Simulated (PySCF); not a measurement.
Se(Cl)(OMe) (CH₃ClOSe), SMILES CO[Se]Cl.

Geometry optimised at PBE0-D3(BJ)/def2-SVP. One conformer was computed; it need not be the lowest.

Method: PBE/def2-TZVP (PySCF).

Computed frontier levels, gap, dipole moment and polarisability:
```yaml
highest_occupied_level: -5.47 eV
lowest_empty_level: -2.94 eV
orbital_gap: 2.53 eV
dipole_moment: 1.83 D
quadrupole, principal values (traceless, Buckingham form, about the centre of nuclear charge): -5.29, -0.54, 5.83 D·Å
mean_static_polarisability: 56.2 bohr³ (8.33 Å³)
polarisability_principal_values: 40.1, 55.8, 72.7 bohr³
```
